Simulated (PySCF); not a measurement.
LaF3.
Geometry (PBE0-D3(BJ)/def2-SVP, Å), atoms numbered from 1 in this order:
```xyz
4
LaF3 angstrom
La     0.0009    0.0034    0.3394
F      2.0992   -0.0264   -0.0778
F     -1.0336    1.8142   -0.1369
F     -1.0665   -1.7912   -0.1247
```

Level of theory: PySCF 2.14.0, density-fitted response routines, TDDFT B3LYP/def2-SVPD, vertical, gas phase, core orbitals frozen in the response, def2 core potentials past Kr. Spin–orbit coupling is left out. The geometry optimisation had not met its thresholds, so the values belong to a structure short of the stationary point.

Ground-to-excited transition dipoles (e·a0, same axes as the geometry; the sign carries no meaning), for the states with f of 0.002 or more among the lowest 8:

```csv
state,E (eV),μx,μy,μz
S1,6.211,-0.123,0.023,-0.002
S2,6.225,0.023,0.125,0.000
S3,6.583,-0.005,0.001,0.243
S5,6.995,-0.028,-0.168,0.000
S6,7.001,0.170,-0.028,0.003
S7,7.226,-0.007,-0.004,-0.155
S8,7.314,-0.121,0.027,0.007
```

(1) What oscillator strength does each state have?

(2) How is the summed strength of these states shared among x, y and z?

(3) What peak molar absorption coefficient would the strongest computed level give as a lone Gaussian band 0.4 eV wide at half height?

## Answers

(1) f = (2/3) ΔE |μ|² with ΔE in hartree (27.2114 eV).

```csv
state,|μ|² (au),|μ| (D),f
S1,0.016,0.32,0.002
S2,0.016,0.32,0.002
S3,0.059,0.62,0.010
S5,0.029,0.43,0.005
S6,0.030,0.44,0.005
S7,0.024,0.40,0.004
S8,0.015,0.32,0.003
```

(2) (2/3) Σ ΔE μα² gives 0.010 for x, 0.008 for y and 0.014 for z, 0.031 in all.

(3) ε(max) = 2.175×10⁸ f / FWHM, with the width in cm⁻¹. S3: 2.175×10⁸ × 0.0095 / 3226 ≈ 640 L mol⁻¹ cm⁻¹.

The vertical ionisation energy (ΔSCF) is 12.21 eV, 4.90 eV above S8.
